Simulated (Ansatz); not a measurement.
# A barrier at the coupled-cluster level

Start structure (AlH5SeS, singlet), relaxed at PBE0-D4/def2-TZVP:

```
8
angstrom
Al -1.0217 0.1358 -0.3697
S 0.0755 2.0595 -0.2308
H -0.9908 -0.6238 -1.7650
H -2.1953 -0.0345 0.6860
H 1.8467 -1.1650 0.1788
Se 0.6341 -1.5860 0.8925
H 0.7278 1.8788 -1.3908
H 0.9236 -0.6646 1.9990
```

The step: AlH₃S ([AlH2][SH]) + H₂Se → AlH₃Se ([AlH2][SeH]) + H₂S (still joined by a long Al–S bond); bonds formed: S2–H5; dative contacts that become bonds: Al1–Se6; bonds broken: H5–Se6; bonds weakened to dative contacts: Al1–S2. Ansatz 0.2.0; basis: def2-TZVPP and def2-QZVPP; cores frozen in the correlated methods. Filled d shells of the heavier atoms are correlated. The def2 sets are not built for correlating such inner shells, so the correlated values are less sure here. Extrapolation: Hartree–Fock as exp(−7.88 √X), correlation as X^−2.97. Energies below are by CCSD(T) at an estimated basis limit (MP2 extrapolated from triple and quadruple zeta, plus CCSD(T) − MP2 in triple zeta).

(1) What are the electronic barrier and the energy of the step, from the start structure to the end structure? (An estimate is asked for; the value comes from the calculation.)

No T1 diagnostic of these runs exceeds 0.010.

## Answers

(1) Computed: Barrier 9.86 kcal/mol; step energy -2.68 kcal/mol (downhill); reverse barrier, their difference, 12.54 kcal/mol. Barrier and step energy count from the start structure, the reverse barrier from the end structure.

The saddle point: One imaginary mode of 609i cm⁻¹.
| pair | start (Å) | saddle (Å) | end (Å) |
| --- | --- | --- | --- |
| Al1–Se6 | 2.70 | 2.55 | 2.36 |
| S2–H5 | 3.70 | 1.75 | 1.34 |
| Al1–S2 | 2.22 | 2.35 | 2.55 |
| H5–Se6 | 1.47 | 1.72 | 3.65 |

Zero-point energy (harmonic, PBE0-D4): ZPE is 24.63 kcal/mol at the start and 23.04 kcal/mol at the saddle, so the barrier goes from 9.86 to 8.27 kcal/mol.

Labels in which every atom is bracketed show which atoms are joined, not bond orders.

For scale, one of the runs: CCSD(T)/def2-TZVPP, 202 basis functions, launched by `ansatz run in.yaml --threads 4 --pin off --events-out ev --progress --plain --max-ram 9574MiB`. The run took 26 s on 4 CPU threads of an Intel Xeon (shared host), with 2.3 GiB of host memory at its peak.
